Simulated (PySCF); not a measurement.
A structure optimised at PBE0-D3(BJ)/def2-SVP, used in a PySCF frequency run:

```xyz
5

Ta     0.0000     0.0000     0.0000
Cl     1.2809     1.2809    -1.2809
Cl    -1.2809     1.2809     1.2809
Cl    -1.2809    -1.2809    -1.2809
Cl     1.2809    -1.2809     1.2809
```
Charge +1, spin multiplicity 1.

Write its SMILES, formula and point group.

[Cl][Ta+]([Cl])([Cl])[Cl], Cl4Ta, Td

What are its rotational constants (standard atomic weights)?

1.0861, 1.0861, 1.0861 GHz
